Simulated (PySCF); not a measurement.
## Zn⁺ (zinc, charge +1): UHF calculation

Configuration: [Ar] 3d9 4s1 4p1, one real determinant (an excited configuration). Calculation: PySCF 2.14, in aug-cc-pVDZ-PP with ECP10MDF (5s5p4d2f, 54 functions); a scalar-relativistic core potential.

```
Total energy                                                  : -225.264135 hartree
One-electron energy                                           : -394.8778 hartree
Hartree (Coulomb) energy                                      : 189.0472 hartree
Exchange energy                                               : -19.4335 hartree
⟨S²⟩                                                          : 3.7510
⟨L²⟩                                                          : 8.043
Sum of ⟨r⟩                                                    : 18.30 bohr
Sum of ⟨r²⟩                                                   : 28.30 bohr²
Traceless quadrupole moment −½Σ⟨3z² − r²⟩ along its main axis : -3.87 e·bohr²
```

| shell | electrons | mean orbital energy (eV) | spread (eV) | rms radius, mean of both spins (bohr) |
| --- | --- | --- | --- | --- |
| 3s α | 1 | -181.07 | 0 | 0.729 |
| 3s β | 1 | -177.12 | 0 | 0.729 |
| 3p α | 3 | -128.37 | 2.835 | 0.767 |
| 3p β | 3 | -124.00 | 2.607 | 0.767 |
| 3d α | 5 | -41.191 | 2.897 | 0.927 |
| 3d β | 4 | -39.246 | 1.507 | 0.927 |
| 4s α | 1 | -21.472 | 0 | 2.62 |
| 4p α | 1 | -14.637 | 0 | 3.01 |

⟨L²⟩ = 8.04 against 12 for a pure F term, so this real determinant mixes terms. Energies and moments cover only the electrons outside the core potential.
